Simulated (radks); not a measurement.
Results of a calculation; reference values are marked as such.
Spin polarisation of the 4d4 shell in neutral niobium. Start: [Kr] 4d(up 2, down 2) 5s(up 0.5, down 0.5); electrons of 4d are moved from spin down to spin up, other shells keep equal spins. Level of theory: scalar-relativistic Kohn-Sham, SCAN, spin-polarised, spherical densities, finite nucleus; meta-GGA in the generalised Kohn-Sham scheme; Fermi nuclear charge, rms radius of each element as measured or else 0.836 A^(1/3) + 0.57 fm (a radial shooting solver on a logarithmic mesh with Libxc functionals).

\begin{tabular}{lrrrrrr}
moment (Bohr magnetons) & E - E(0) (eV) & e(4d up) (eV) & e(4d down) (eV) & 5s down minus up (eV) & 4p down minus up (eV) & 4s down minus up (eV) \\ \hline
0 & 0.000 & -2.977 & -2.977 & 0.000 & 0.000 & 0.000 \\
1 & -0.200 & -3.331 & -2.564 & 0.411 & 0.691 & 0.588 \\
2 & -0.773 & -3.622 & -2.083 & 0.808 & 1.379 & 1.173 \\
3 & -1.735 & -3.838 & -1.522 & 1.239 & 2.061 & 1.755 \\
\end{tabular}

At moment 3 the spin-polarisation energy is -1.735 eV and the 4d exchange splitting 2.316 eV, that is 0.772 eV per Bohr magneton; E = -I m^2/4 would give I = 0.771 eV.
